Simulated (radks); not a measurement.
Spherical jellium clusters: N electrons in a uniform positive sphere of charge N and radius rs N^(1/3), rs = 5.49 bohr. Method: non-relativistic Kohn-Sham, LDA (Slater exchange, Perdew-Wang correlation), spin-polarised, spherical densities; computed with a radial shooting solver with Libxc functionals. Levels are named by radial order and angular momentum (1s, 1p, 1d, 2s, ...), and open shells are averaged over m.

N = 6, configuration 1s2 1p(up 3, down 1). This is the lowest configuration that the search found. Occupied and some empty levels:

| level | occupation | eigenvalue (eV) | <r> (bohr) |
|---|---|---|---|
| 1s up | 1 | -3.2617 | 6.720 |
| 1s down | 1 | -2.9738 | 6.758 |
| 1p up | 3 | -2.4811 | 7.988 |
| 1p down | 1 | -2.2019 | 8.156 |
| 1d up | 0 | -1.5072 | 9.205 |
| 1d down | 0 | -1.2687 | 9.489 |
| 2s up | 0 | -1.0986 | 9.143 |
| 2s down | 0 | -0.95084 | 9.483 |
| 1f up | 0 | -0.46602 | 10.83 |
| 1f down | 0 | -0.29400 | 11.40 |

Energy (eV): total -9.94704, kinetic 6.1913, external -116.57, Hartree 57.911, exchange-correlation -16.398, background 58.918.

Electron density:

| r (bohr) | n(r) (e/bohr^3) |
|---|---|
| 0.722 | 0.001148 |
| 1.53 | 0.001251 |
| 2.33 | 0.001407 |
| 3.14 | 0.001589 |
| 3.94 | 0.001755 |
| 4.74 | 0.001861 |
| 5.55 | 0.001867 |
| 6.35 | 0.001748 |
| 7.16 | 0.001513 |
| 7.96 | 0.001200 |
| 8.77 | 0.0008666 |
| 9.57 | 0.0005701 |
| 10.4 | 0.0003440 |
| 11.2 | 0.0001958 |
| 12.0 | 0.0001062 |
| 12.8 | 0.00005511 |
| 13.6 | 0.00002805 |
| 14.4 | 0.00001387 |
| 15.2 | 6.805e-06 |
| 16.0 | 3.274e-06 |
